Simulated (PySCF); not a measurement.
Species: C5H10N2.
SMILES: `CN[C@H]1C=NCC1`

Theory: TDDFT B3LYP/def2-SVPD, vertical, gas phase, core orbitals frozen in the response in PySCF. Geometry: PBE0-D3(BJ)/def2-SVP, one conformer, isolated molecule.

**Question.** Predict the UV-vis stick spectrum at this level.

**Answer.** 

```json
{"state": "S1", "E (eV)": "4.59", "λ (nm)": "270.4", "f": "0.011", "main configurations (H = HOMO, L = LUMO)": "H→L (95%)"}
{"state": "S2", "E (eV)": "5.64", "λ (nm)": "219.8", "f": "0.0015", "main configurations (H = HOMO, L = LUMO)": "H→L+1 (74%), H-1→L (21%)"}
{"state": "S3", "E (eV)": "5.86", "λ (nm)": "211.7", "f": "0.035", "main configurations (H = HOMO, L = LUMO)": "H-1→L (65%), H→L+1 (24%)"}
{"state": "S4", "E (eV)": "6.17", "λ (nm)": "200.9", "f": "0.0084", "main configurations (H = HOMO, L = LUMO)": "H→L+2 (91%)"}
{"state": "S5", "E (eV)": "6.30", "λ (nm)": "196.8", "f": "0.0033", "main configurations (H = HOMO, L = LUMO)": "H→L+3 (90%)"}
{"state": "S6", "E (eV)": "6.79", "λ (nm)": "182.7", "f": "0.0042", "main configurations (H = HOMO, L = LUMO)": "H→L+4 (88%)"}
{"state": "S7", "E (eV)": "7.04", "λ (nm)": "176.1", "f": "0.055", "main configurations (H = HOMO, L = LUMO)": "H→L+5 (53%), H-2→L (36%)"}
{"state": "S8", "E (eV)": "7.09", "λ (nm)": "175.0", "f": "0.041", "main configurations (H = HOMO, L = LUMO)": "H-1→L+1 (62%), H→L+5 (12%)"}
{"state": "S9", "E (eV)": "7.16", "λ (nm)": "173.2", "f": "0.070", "main configurations (H = HOMO, L = LUMO)": "H-2→L (38%), H→L+5 (28%), H-1→L+1 (26%)"}
{"state": "S10", "E (eV)": "7.38", "λ (nm)": "167.9", "f": "0.018", "main configurations (H = HOMO, L = LUMO)": "H→L+6 (87%)"}
```

Triplets, Tamm–Dancoff:

```json
{"state": "T1", "E (eV)": "4.01", "λ (nm)": "309.0", "main configurations (H = HOMO, L = LUMO)": "H→L (82%), H-1→L (12%)"}
{"state": "T2", "E (eV)": "4.73", "λ (nm)": "262.0", "main configurations (H = HOMO, L = LUMO)": "H-1→L (50%), H-2→L (38%)"}
{"state": "T3", "E (eV)": "5.33", "λ (nm)": "232.4", "main configurations (H = HOMO, L = LUMO)": "H-2→L (39%), H-1→L (26%), H→L+1 (15%)"}
{"state": "T4", "E (eV)": "5.62", "λ (nm)": "220.8", "main configurations (H = HOMO, L = LUMO)": "H→L+1 (77%)"}
```

The lowest singlet comes at 270 nm (442 kJ/mol) in the ultraviolet; it is weak; its leading configuration is HOMO→LUMO (95%). The most intense listed level is S9 at 7.16 eV (173 nm, f = 0.070), 2.57 eV above S1. Löwdin shares by element: HOMO nitrogen 60%, carbon 16% or more (atoms not listed hold the other 24%); LUMO carbon 37% or more, nitrogen 34% or more, hydrogen 6% or more (atoms not listed hold the other 23%). The listed states span 2.80 eV, and the widest gap between neighbours is 1.05 eV (S1 to S2). Orbital energies (eV): HOMO-3 -9.59, HOMO-2 -8.07, HOMO-1 -7.54, HOMO -6.18, LUMO -0.46, LUMO+1 0.43, LUMO+2 0.84. Of the 10 states listed, 6 reach f = 0.01 and none stays under 0.0005. The vertical ionisation energy (ΔSCF) is 8.34 eV, 0.95 eV above S10. Singlets were solved by full linear response, triplets in the Tamm–Dancoff approximation.
